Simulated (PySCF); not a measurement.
Start geometry of `C(F)=[Te]` from GFN2-xTB (Å):
```
atom  x, y, z in Å
F1    -1.025   -0.909    0.002
C2    -0.136    0.086   -0.008
Te3    1.783   -0.259   -0.013
H4    -0.583    1.057   -0.014
```

Problem. What comes out of this run: PBE0-D3(BJ)/def2-SVP geometry optimisation, gas phase, def2 core potentials past Kr in PySCF?

Solution. 
```
atom  x, y, z in Å
F1    -0.8117   -0.3099   -1.0606
C2    -0.1204    0.0763   -0.0165
Te3    1.6112   -0.6723    0.5181
H4    -0.6403    0.8809    0.5255
```

The energy falls by 4.1 kJ/mol over 8 energy and gradient evaluations, the largest force component goes from 0.0381 to 3.1e-04 Eh/bohr, and the atoms move by 0.024 Å rms after alignment. The bond that changes most is C2–H4 (ends: carbon bonded to F, Te and H; hydrogen on carbon), which lengthens by 0.032 Å. Bonds longer at the end by more than 0.005 Å: 2 of 3; shorter: 1. Among the angles that change most is F1–C2–Te3, from 121.6° to 124.8°. Rotational constants go from 61421, 3082, 2934 to 66844, 3009, 2879 MHz. The orientation of the end geometry is arbitrary; only internal coordinates are fixed.

The run used 59 basis functions and 63 SCF cycles in all. The run took 11 s on one thread of an Arm Neoverse V2, on a shared host, and the process peaked at 0.28 GiB of memory.

Stationary, but not proved a minimum.
